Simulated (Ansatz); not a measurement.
A nudged elastic band was laid between two geometries of BH$_{3}$Se$_{2}$ (6 atoms, charge 0, multiplicity 1).

These are results of RKS PBE0-D4/def2-SVPD (Ansatz 0.2.0), not measurements.

| Quantity | Value |
| --- | --- |
| movable images | 7 |
| climbing image | yes |
| spring | 5.0 eV/Å² |
| optimiser | quadratic models (default) |
| start path | IDPP |
| force threshold | 0.05 eV/Å |
| iteration limit | 60 |
| end points | relaxed |

Image 0:

```xyz
6
Properties=species:S:1:pos:R:3
B -0.356 0.209 -0.677
Se -0.218 -1.748 -0.106
Se 0.003 0.012 1.423
H -1.470 0.636 -0.831
H 0.609 0.679 -1.223
H 1.474 0.148 1.368
```

Image 8:

```xyz
6
Properties=species:S:1:pos:R:3
B -0.254 0.198 -0.726
Se -0.241 -1.746 -0.097
Se 1.123 -0.113 0.882
H -1.178 0.875 -0.359
H 0.378 0.434 -1.723
H 0.214 0.288 1.977
```

Problem. Which bonds break or form, and what moves?

Solution. No bond is made or broken. The dihedral B1–Se2–Se3–H6 goes from -93 to 93°. The two ends are copies of one structure, up to a mirror image or an exchange of like atoms.

Problem. What energy profile does the band end with?

Solution. The run converged. The highest image is number 4 of 0 to 8, 77.9 kJ/mol above the ends, which have the same energy within 2 meV. A vibrational analysis at the climbing image gives one clearly imaginary mode, 419i cm⁻¹: a first-order saddle point.

| image | path coordinate (Å) | energy (kJ/mol) | dihedral B1–Se2–Se3–H6 (°) |
| --- | --- | --- | --- |
| 0 | 0.00 | 0.0 | -93 |
| 1 | 0.45 | 14.9 | -71 |
| 2 | 0.90 | 44.8 | -48 |
| 3 | 1.35 | 67.6 | -24 |
| 4 | 1.80 | 77.9 | 0 |
| 5 | 2.24 | 67.6 | 24 |
| 6 | 2.69 | 44.9 | 48 |
| 7 | 3.14 | 15.0 | 71 |
| 8 | 3.59 | 0.0 | 93 |

Problem. What is the geometry of the highest image?

Solution. 
```xyz
6
Properties=species:S:1:pos:R:3:forces:R:3
B -0.181 0.178 -0.661 0.01 0.02 0.01
Se -0.823 -1.625 -0.095 -0.01 -0.02 -0.01
Se 0.425 -0.610 1.649 0.00 -0.02 0.02
H -0.917 1.115 -0.500 -0.01 0.00 0.01
H 0.857 0.244 -1.264 0.01 -0.01 0.00
H 0.682 0.634 0.826 0.00 0.03 -0.02
```

Problem. What are the harmonic wavenumbers there?

Solution. 419i, 178, 290, 482, 629, 762, 790, 935, 1138, 2164, 2592, 2718 cm⁻¹.

Time of the run: 3 min on 2 threads of Intel(R) Xeon(R) Platinum 8488C (Sapphire Rapids), on a shared host, peak memory 0.38 GiB.
